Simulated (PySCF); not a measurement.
## Circular dichroism: `O[Si@@H]1[SiH2]C[C@H](Br)[SiH2]1`, C₂H₉BrOSi₃

Geometry:
```json
{"atom": "O1", "x (Å)": "1.282", "y (Å)": "2.252", "z (Å)": "1.321"}
{"atom": "Si2", "x (Å)": "0.701", "y (Å)": "1.578", "z (Å)": "-0.048"}
{"atom": "Si3", "x (Å)": "-1.486", "y (Å)": "0.933", "z (Å)": "0.389"}
{"atom": "C4", "x (Å)": "-1.222", "y (Å)": "-0.975", "z (Å)": "0.343"}
{"atom": "C5", "x (Å)": "-0.204", "y (Å)": "-1.380", "z (Å)": "-0.704"}
{"atom": "Br6", "x (Å)": "0.049", "y (Å)": "-3.360", "z (Å)": "-0.700"}
{"atom": "Si7", "x (Å)": "1.524", "y (Å)": "-0.551", "z (Å)": "-0.497"}
{"atom": "H8", "x (Å)": "2.174", "y (Å)": "2.574", "z (Å)": "1.420"}
{"atom": "H9", "x (Å)": "0.940", "y (Å)": "2.536", "z (Å)": "-1.143"}
{"atom": "H10", "x (Å)": "-2.432", "y (Å)": "1.277", "z (Å)": "-0.683"}
{"atom": "H11", "x (Å)": "-2.162", "y (Å)": "1.241", "z (Å)": "1.653"}
{"atom": "H12", "x (Å)": "-2.173", "y (Å)": "-1.482", "z (Å)": "0.161"}
{"atom": "H13", "x (Å)": "-0.880", "y (Å)": "-1.313", "z (Å)": "1.326"}
{"atom": "H14", "x (Å)": "-0.601", "y (Å)": "-1.188", "z (Å)": "-1.703"}
{"atom": "H15", "x (Å)": "2.265", "y (Å)": "-0.862", "z (Å)": "-1.725"}
{"atom": "H16", "x (Å)": "2.217", "y (Å)": "-1.271", "z (Å)": "0.581"}
```

Theory: PySCF, TDDFT B3LYP/def2-SVPD circular dichroism and optical rotation, one conformer, gas phase. Geometry: GFN2-xTB.

The molecule is flexible and this is one conformer; a measurement averages over conformers. The calculation is non-relativistic, which matters for the atoms heavier than Zn.

Problem. Assign R or S to each stereocentre.

Solution. Si2 R, C5 S.

Problem. Which excitations and rotatory strengths does the calculation give?

Solution. Rotatory strengths R in 10⁻⁴⁰ esu² cm², velocity form and length form (origin at the centre of mass); f in length form.
```tsv
state	E (eV)	λ (nm)	f	R (velocity)	R (length)	main
1	4.46	278	0.017	-31.5	-30.8	HOMO→LUMO 0.97
2	4.99	249	0.000	+0.4	-0.1	HOMO−1→LUMO 0.89
3	5.14	241	0.002	-13.2	-13.0	HOMO−2→LUMO 0.79
4	5.46	227	0.027	+31.7	+30.8	HOMO→LUMO+1 0.94
5	5.58	222	0.020	-2.1	-2.3	HOMO→LUMO+2 0.80
6	5.85	212	0.001	+4.6	+4.0	HOMO−3→LUMO 0.81
7	5.98	207	0.010	+28.5	+27.1	HOMO−1→LUMO+1 0.87
8	6.03	206	0.007	-16.1	-14.8	HOMO−1→LUMO+2 0.72, HOMO−4→LUMO 0.08
9	6.17	201	0.055	-6.0	-6.1	HOMO−2→LUMO+1 0.90
10	6.25	198	0.057	+34.7	+34.9	HOMO−4→LUMO 0.78
11	6.32	196	0.006	-9.7	-9.8	HOMO−2→LUMO+2 0.63, HOMO→LUMO+3 0.25
12	6.42	193	0.148	+47.4	+47.8	HOMO→LUMO+3 0.61, HOMO−2→LUMO+2 0.25
```

For state 2 the two forms differ in sign, so the sign of R isn't settled.

Among the states computed, the strongest CD band (largest |R|) is state 12. The largest dissymmetry factor in size, g = 4R/(D+G), with D and G the electric and magnetic dipole strengths, is -0.053 for state 3 (velocity form, f = 0.002), among bands with |R| over 0.5. The mirror image has the same energies and oscillator strengths and all R with the opposite sign.
